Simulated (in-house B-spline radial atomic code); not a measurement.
A fraction x of an electron is removed from 5p in Cs²⁺, starting from [Kr] 4d10 5s2 5p5 and keeping the highest spin. Level of theory: scalar-relativistic (X2C) TPSS, spin-polarised, spherical fractional occupations, Fermi nucleus of rms radius 4.8041 fm; calculated with a radial B-spline atomic code at the basis-set limit.

```
   x  E(x) - E(0) (eV)  5p down level (eV)
   0            0.0000             -28.442
0.06            1.7243             -29.036
0.16            4.6777             -30.031
0.33            9.9274             -31.732
0.41           12.4982             -32.537
 0.5           15.4673             -33.444
0.53           16.4752             -33.748
0.66           20.9479             -35.064
0.77           24.8665             -36.182
0.88           28.9081             -37.303
   1           33.4580             -38.528
```

The exact functional would give a straight line between the two integer points. Deviations E(x) - E(0) - x[E(1) - E(0)], in eV: -0.283 at x = 0.06, -0.676 at x = 0.16, -1.114 at x = 0.33, -1.22 at x = 0.41, -1.262 at x = 0.5, -1.258 at x = 0.53, -1.134 at x = 0.66, -0.896 at x = 0.77, -0.535 at x = 0.88.

The curve lies below the straight line by up to 1.262 eV (at x = 0.5): convex, the delocalisation error that favours fractional charges.

(1) How well does Slater's transition state (minus the level at half occupation) give the ionisation energy?

Results:

(1) It gives 33.444 eV against 33.458 eV from the two total energies; NIST lists 33.20 eV, ground level to ground level.
